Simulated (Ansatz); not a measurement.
Geometry optimisation, DFT LDA, scalar-relativistic, plane waves, PAW (Ansatz).

Input:

```yaml
crystal:
  lattice:
    - [9.9, 0.0, 0.0]
    - [0.0, 7.000357, 0.0]
    - [0.0, 0.0, 17.250268]
  atoms:
    - { symbol: Pb, position: [0.25, 0.25, 0.05797011] }
    - { symbol: Pb, position: [0.75, 0.25, 0.05797011] }
    - { symbol: Pb, position: [0.25, 0.75000001, 0.05797011] }
    - { symbol: Pb, position: [0.75, 0.75000001, 0.05797011] }
    - { symbol: Pb, position: [0.0, 0.0, 0.15942299] }
    - { symbol: Pb, position: [0.5, 0.0, 0.15942299] }
    - { symbol: Pb, position: [0.0, 0.50000001, 0.15942299] }
    - { symbol: Pb, position: [0.5, 0.50000001, 0.15942299] }
    - { symbol: Pb, position: [0.25, 0.25, 0.26087586] }
    - { symbol: Pb, position: [0.75, 0.25, 0.26087586] }
    - { symbol: Pb, position: [0.25, 0.75000001, 0.26087586] }
    - { symbol: Pb, position: [0.75, 0.75000001, 0.26087586] }
    - { symbol: Pb, position: [0.0, 0.0, 0.36232874] }
    - { symbol: Pb, position: [0.5, 0.0, 0.36232874] }
    - { symbol: Pb, position: [0.0, 0.50000001, 0.36232874] }
    - { symbol: Pb, position: [0.5, 0.50000001, 0.36232874] }
    - { symbol: C, position: [0.83333333, 0.83333335, 0.42261766] }
    - { symbol: O, position: [0.83333333, 1.16666669, 0.40870483] }
basis:
  ecutwfc: 420.0
kpoints:
  mp_grid: { grid: [2, 3, 1] }
hamiltonian:
  xc: lda
scf:
  occupations: { method: fermi_dirac, width: 0.05 }
  lower_state_search: "off"
relax:
  f_tol: 0.03
  max_steps: 60
  adjacent_minimum: "off"
  constraints: [{ sites: [0, 1, 2, 3] }]
```

Launched with:

```bash
$ ansatz run input.yaml --threads 4 --pin off --max-ram 10240MiB --backend cpu --events-out ev --progress --plain --runs-dir out
```

Task: Where does it end, and by what steps?

Result: The run converged. Limits of this set-up: coarse k mesh, thin slab, slab without dipole correction, no dispersion correction for a molecule that may bind weakly. After 31 steps the energy has fallen by 4.688 eV; C17 moved furthest, 3.39 Å. Joined: Pb5–C17 (4.97 → 2.31 Å), Pb11–C17 (5.01 → 2.49 Å), Pb12–C17 (2.97 → 2.45 Å), Pb15–O18 (2.97 → 2.26 Å).

```json
{"step": "0", "energy less start (eV)": "0.0000", "largest force component (eV/Å)": "1.167", "accepted": "yes"}
{"step": "2", "energy less start (eV)": "-1.2627", "largest force component (eV/Å)": "0.722", "accepted": "yes"}
{"step": "4", "energy less start (eV)": "-2.0030", "largest force component (eV/Å)": "0.838", "accepted": "yes"}
{"step": "6", "energy less start (eV)": "-3.1182", "largest force component (eV/Å)": "0.927", "accepted": "yes"}
{"step": "8", "energy less start (eV)": "-3.7730", "largest force component (eV/Å)": "0.378", "accepted": "yes"}
{"step": "10", "energy less start (eV)": "-4.0446", "largest force component (eV/Å)": "0.307", "accepted": "yes"}
{"step": "12", "energy less start (eV)": "-4.2209", "largest force component (eV/Å)": "0.224", "accepted": "yes"}
{"step": "14", "energy less start (eV)": "-4.3323", "largest force component (eV/Å)": "0.607", "accepted": "yes"}
{"step": "16", "energy less start (eV)": "-4.4288", "largest force component (eV/Å)": "0.128", "accepted": "yes"}
{"step": "18", "energy less start (eV)": "-4.4468", "largest force component (eV/Å)": "0.082", "accepted": "yes"}
{"step": "20", "energy less start (eV)": "-4.4655", "largest force component (eV/Å)": "0.100", "accepted": "yes"}
{"step": "22", "energy less start (eV)": "-4.5380", "largest force component (eV/Å)": "0.270", "accepted": "yes"}
{"step": "24", "energy less start (eV)": "-4.6345", "largest force component (eV/Å)": "0.376", "accepted": "yes"}
{"step": "26", "energy less start (eV)": "-4.6668", "largest force component (eV/Å)": "0.122", "accepted": "yes"}
{"step": "28", "energy less start (eV)": "-4.6835", "largest force component (eV/Å)": "0.072", "accepted": "yes"}
{"step": "30", "energy less start (eV)": "-4.6866", "largest force component (eV/Å)": "0.042", "accepted": "yes"}
{"step": "31", "energy less start (eV)": "-4.6879", "largest force component (eV/Å)": "0.028", "accepted": "yes"}
```

```xyz
18
Lattice="9.9000 0.0000 0.0000 0.0000 7.0004 0.0000 0.0000 0.0000 17.2503" Properties=species:S:1:pos:R:3
Pb 2.475 1.750 1.000
Pb 7.425 1.750 1.000
Pb 2.475 5.250 1.000
Pb 7.425 5.250 1.000
Pb 0.014 -0.040 2.207
Pb 4.946 -0.011 2.252
Pb 0.037 3.343 2.504
Pb 4.964 3.488 2.284
Pb 2.482 1.942 4.230
Pb 7.399 1.756 4.276
Pb 2.398 5.388 4.093
Pb 7.676 5.354 4.187
Pb 0.479 0.386 6.284
Pb 4.929 0.013 5.427
Pb 0.087 3.757 5.788
Pb 5.004 3.522 5.444
C 9.960 6.205 4.388
O 8.787 8.854 5.993
```

Whether the end is a true minimum wasn't checked by a vibrational analysis.

Time of the run: 3.8 min on 4 threads of Intel(R) Xeon(R) 6975P-C (Granite Rapids) (shared host), peak memory 2.6 GiB.
